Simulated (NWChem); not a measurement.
**Correlation energy of CF₂**

```
C
F 1 1.2986
F 1 1.2986 2 104.83
```
Charge 0, spin multiplicity 1.

All runs are NWChem calculations. All single points use one geometry, from B3LYP/def2-SVP, a minimum by its harmonic frequencies.

Basis set: def2-TZVP. Each correlation energy counts from its own Hartree-Fock reference.

The correlated methods keep 3 core orbitals frozen. The structure started from a generated list of species. Coupled-cluster values serve here as a point of comparison, not as the truth.

Q: For the correlation energy, CCSD(T) gives -660.6 mHa and CR-CCSD[T] gives -657.6 mHa. What do MP2, SCS-MP2, CR-CCSD(T) give?

A: MP2: -629.3 mHa; SCS-MP2: -613.4 mHa; CR-CCSD(T): -656.1 mHa.
